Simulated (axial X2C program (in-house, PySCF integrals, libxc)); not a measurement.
## NaI: a run with one poor setting

All values were computed with an axial X2C code built on PySCF integrals. Spin-free means the one-electron spin-free X2C Hamiltonian. Basis: I dyall-v3z [11s12p8d1f], Na dyall-v3z [9s8p4d2f] (cores contracted in-house); Gaussian nuclei, density fitting, unrestricted open shells. Masses: I 126.904 u, Na 22.990 u.

One setting of this run was spoiled on purpose, so its numbers are not properties of NaI. Level: PBE0, without spin–orbit coupling; state M_S = 0, Λ = 0 (closed shell).

```json
{"R (Å)": "2.369", "E − E(lowest point) (eV)": "not converged", "SCF iterations": "10"}
{"R (Å)": "2.478", "E − E(lowest point) (eV)": "not converged", "SCF iterations": "10"}
{"R (Å)": "2.560", "E − E(lowest point) (eV)": "not converged", "SCF iterations": "10"}
{"R (Å)": "2.641", "E − E(lowest point) (eV)": "not converged", "SCF iterations": "10"}
{"R (Å)": "2.723", "E − E(lowest point) (eV)": "0.0000", "SCF iterations": "2"}
{"R (Å)": "2.818", "E − E(lowest point) (eV)": "not converged", "SCF iterations": "10"}
{"R (Å)": "2.914", "E − E(lowest point) (eV)": "not converged", "SCF iterations": "10"}
{"R (Å)": "3.036", "E − E(lowest point) (eV)": "not converged", "SCF iterations": "10"}
{"R (Å)": "3.186", "E − E(lowest point) (eV)": "not converged", "SCF iterations": "10"}
{"R (Å)": "3.404", "E − E(lowest point) (eV)": "not converged", "SCF iterations": "10"}
```

Output at the reference distance:

```
spin-free X2C-1e  PBE0
basis functions 161  fitting functions 849  grid points 5084
iter        total energy     max residual
   1      -7277.837281473     2.29e-05
   2      -7277.837281476     1.36e-05
converged
one-electron -10213.40990609  Coulomb 3019.64884549  exact exchange -48.60769943  xc functional -148.76647002  nuclear repulsion 113.29794857
```

Question: Which setting was spoiled?
A. an excited determinant was followed
B. integration grid too coarse
C. too few iterations allowed
D. density fitting set too sparse
E. virtual space cut too low

Answer: C. Too few iterations allowed: 5 iterations an attempt, two attempts.
